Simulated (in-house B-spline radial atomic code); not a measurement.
A radial electron density 4πr²n(r) was computed for an atom or ion in its tabulated ground configuration with a B-spline radial code for spherical atoms; method: Dirac-Kohn-Sham LDA PW92, spherical fractional occupations. Columns: r (bohr), 4πr²n(r) (electrons per bohr), bar.

```
0.000517    3.154 #
0.000648    4.517 #
0.000811    6.416 ##
 0.00102    9.117 ###
 0.00127    12.65 ####
 0.00159    17.53 ######
   0.002    24.14 ########
  0.0025    32.44 ##########
 0.00313    42.86 ##############
 0.00392    55.29 ##################
 0.00491    69.23 ######################
 0.00615    83.55 ##########################
 0.00771    96.44 ###############################
 0.00966    105.5 #################################
  0.0121    108.7 ##################################
  0.0151    105.9 ##################################
   0.019    99.57 ################################
  0.0238    96.18 ##############################
  0.0298    102.1 ################################
  0.0373    118.2 #####################################
  0.0467    135.3 ###########################################
  0.0585    138.9 ############################################
  0.0733    124.9 ########################################
  0.0918      110 ###################################
   0.115    114.5 ####################################
   0.144    128.4 #########################################
    0.18    119.1 ######################################
   0.226    85.34 ###########################
   0.283    68.24 ######################
   0.354    77.68 #########################
   0.444    77.95 #########################
   0.556    55.22 #################
   0.696    32.18 ##########
   0.872    21.27 #######
    1.09    15.85 #####
    1.37    10.38 ###
    1.71    6.059 ##
    2.15    3.452 #
    2.69    2.004 #
    3.37    1.029 
    4.22   0.4133 
    5.28   0.1186 
    6.62  0.02185 
    8.29  0.00241 
    10.4 0.0001389
```

(1) Which atom or ion is it?
A. Os
B. Ir
C. Re
D. Au+

Answers

(1) A. The area under the curve, ∫4πr²n dr = ∫r·4πr²n d(ln r) on this logarithmic grid, is 76 electrons, which only this option has. The configuration is [Xe] 4f14 5d6 6s2.
